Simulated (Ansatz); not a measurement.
A trace of molecular dynamics of C₂H₉BOSi (14 atoms, charge 0, multiplicity 1).

Method: RKS BLYP/6-31G (Ansatz).

```
ensemble        : NVT, Langevin thermostat
set temperature : 400 K
friction        : 0.005 /fs
seed            : 276787
```

```json
{"time (fs)": "0.0", "T (K)": "371", "potential energy less start (eV)": "0.000"}
{"time (fs)": "6.0", "T (K)": "252", "potential energy less start (eV)": "0.273"}
{"time (fs)": "12.0", "T (K)": "331", "potential energy less start (eV)": "0.769"}
{"time (fs)": "18.0", "T (K)": "471", "potential energy less start (eV)": "0.470"}
{"time (fs)": "24.0", "T (K)": "3112", "potential energy less start (eV)": "2.673"}
{"time (fs)": "30.0", "T (K)": "1820", "potential energy less start (eV)": "4.838"}
{"time (fs)": "36.0", "T (K)": "1767", "potential energy less start (eV)": "5.850"}
{"time (fs)": "42.0", "T (K)": "1925", "potential energy less start (eV)": "5.044"}
{"time (fs)": "48.0", "T (K)": "64413", "potential energy less start (eV)": "10.396"}
{"time (fs)": "54.0", "T (K)": "60319", "potential energy less start (eV)": "11.795"}
{"time (fs)": "60.0", "T (K)": "55919", "potential energy less start (eV)": "13.165"}
{"time (fs)": "66.0", "T (K)": "52457", "potential energy less start (eV)": "13.005"}
{"time (fs)": "72.0", "T (K)": "51454", "potential energy less start (eV)": "16.484"}
{"time (fs)": "78.0", "T (K)": "53022", "potential energy less start (eV)": "20.275"}
{"time (fs)": "84.0", "T (K)": "49548", "potential energy less start (eV)": "20.718"}
{"time (fs)": "90.0", "T (K)": "49237", "potential energy less start (eV)": "24.558"}
{"time (fs)": "96.0", "T (K)": "47063", "potential energy less start (eV)": "23.769"}
{"time (fs)": "102.0", "T (K)": "43429", "potential energy less start (eV)": "23.154"}
{"time (fs)": "108.0", "T (K)": "40748", "potential energy less start (eV)": "22.831"}
{"time (fs)": "114.0", "T (K)": "43856", "potential energy less start (eV)": "26.831"}
{"time (fs)": "120.0", "T (K)": "41393", "potential energy less start (eV)": "26.849"}
```

Task: Is this trajectory sound?

Result: The temperature shot up to 64000 K, far beyond the bath's, so the integration failed: the time step of 3 fs is too long for the fastest motions that this run met, and the later frames carry no physical meaning.

The run took 2.3 min on 1 thread of Arm Neoverse V2, with other jobs on the host, peak memory 0.11 GiB.
